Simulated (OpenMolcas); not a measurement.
An atom or ion with 77 electrons was computed by SS-CASPT2, IPEA 0.25 Eh, imaginary shift 0.1 Eh with spin-orbit coupling (OpenMolcas, ANO-RCC-VTZP, DKH2). The lowest levels that the run gave, each within 12 % of the measured value where one is at hand:

| J | Parity | E (cm-1) | g |
| --- | --- | --- | --- |
| 5/2 | even | 0.0 | 1.201 |
| 3/2 | even | 13190 | 0.800 |
| 9/2 | even | 27310 | 1.326 |
| 7/2 | even | 32400 | 1.192 |
| 5/2 | even | 36580 | 1.311 |
| 3/2 | even | 37950 | 0.791 |
| 5/2 | even | 41890 | 1.112 |
| 7/2 | even | 43230 | 1.171 |
| 1/2 | even | 47640 | 2.551 |
| 3/2 | even | 47760 | 1.251 |
| 5/2 | even | 49740 | 1.180 |
| 3/2 | even | 52090 | 1.316 |

Task: Which ion is it, and what are the configurations and terms?

Result: Au²⁺ (Z = 79, charge +2; active space 9 electrons in 6 orbitals (5d 6s)). J, parity and g give the terms where levels are pure, and mixed ones are named by the computed weights; the size of the splittings, set against known spectra of the 77-electron sequence, gives the charge. In order, with the measured energies in cm-1 (Iglesias, J. Res. Natl. Bur. Stand. 64A, 481 (1960)): 5d9 2D 5/2, 5d9 2D 3/2 (12694), 5d8 6s 4F 9/2 (29754), 5d8 6s 4F 7/2 [63 %] (35077), 5d8 6s 2D 5/2 [38 %], 5d8 6s 2D 3/2 [46 %], 5d8 6s 4F 5/2 [67 %] (44426), 5d8 6s 2F 7/2 [61 %] (45740), 5d8 6s 4P 1/2 (49439), 5d8 6s 4P 3/2 [55 %] (49969), 5d8 6s 2F 5/2 [47 %], 5d8 6s 2P 3/2 [43 %].

Term energies are means over components that CASPT2 splits; among the terms shown or strongly mixed into the levels shown the widest spread is 560 cm-1 (5d8 6s 4F). Terms from blocks run as CI alone lack orbitals of their own. A single d shell beside an s shell can misplace configurations of different d count against each other. Computed and measured levels are paired by configuration, term and J; levels that our copy of the source lacks, or whose pairing is in doubt (as where it misses far off the trend of its configuration), stay unpaired and out of the deviations. Only configurations of the active space appear.

A share in square brackets marks a mixed level and gives the weight of the term that names it.
